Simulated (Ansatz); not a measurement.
Frontier orbitals of CH$_{3}$F$_{3}$OTi, SMILES `C[O][Ti]([F])([F])[F]`.

```json
{"atom": "C1", "x (Å)": "0.587", "y (Å)": "-0.756", "z (Å)": "1.304"}
{"atom": "O2", "x (Å)": "0.083", "y (Å)": "-0.099", "z (Å)": "0.181"}
{"atom": "Ti3", "x (Å)": "-0.548", "y (Å)": "0.707", "z (Å)": "-1.219"}
{"atom": "F4", "x (Å)": "-0.031", "y (Å)": "-0.144", "z (Å)": "-2.665"}
{"atom": "F5", "x (Å)": "0.052", "y (Å)": "2.358", "z (Å)": "-1.262"}
{"atom": "F6", "x (Å)": "-2.303", "y (Å)": "0.722", "z (Å)": "-1.142"}
{"atom": "H7", "x (Å)": "-0.239", "y (Å)": "-1.115", "z (Å)": "1.922"}
{"atom": "H8", "x (Å)": "1.199", "y (Å)": "-1.605", "z (Å)": "0.990"}
{"atom": "H9", "x (Å)": "1.201", "y (Å)": "-0.066", "z (Å)": "1.889"}
```

Total charge 0; spin multiplicity 1. Correlated methods include outer-core shells of Ti, which these sets cover unevenly. Scalar relativity is left out up to krypton. Geometry: relaxed with PBE0-D4/def2-TZVP. It is one conformer, not always the lowest. Basis def2-TZVPP, the Gaussian-basis code of Ansatz.

| functional | HOMO (eV) | LUMO (eV) |
| --- | --- | --- |
| BLYP | -7.86 | -2.98 |

Give HOMO and LUMO (eV) with LDA (SPW92), PBE, revPBE, r2SCAN, B97M-V, PBE0, B3LYP, r2SCANh, r2SCAN0, HSE06 (plane-wave form), BHLYP, CAM-B3LYP, LC-ωPBE, ωB97X-V, ωB97M-V, HF. (Estimate.)

Ansatz gave: 
| functional | HOMO | LUMO |
| --- | --- | --- |
| LDA (SPW92) | -8.12 | -3.30 |
| PBE | -7.93 | -3.02 |
| revPBE | -7.85 | -2.92 |
| r2SCAN | -8.28 | -3.00 |
| B97M-V | -8.38 | -3.02 |
| PBE0 | -9.54 | -2.12 |
| B3LYP | -9.31 | -2.43 |
| r2SCANh | -8.88 | -2.64 |
| r2SCAN0 | -9.78 | -2.08 |
| HSE06 (plane-wave form) | -9.13 | -2.50 |
| BHLYP | -11.09 | -1.04 |
| CAM-B3LYP | -11.02 | -1.01 |
| LC-ωPBE | -12.32 | 0.25 |
| ωB97X-V | -11.98 | 0.22 |
| ωB97M-V | -11.91 | 0.20 |
| HF | -13.47 | 1.70 |

B3LYP here is the variant with VWN-RPA as its local correlation; programs differ in this. LC-ωPBE has ω = 0.4 bohr⁻¹. Positive LUMOs are unbound and depend on the basis.
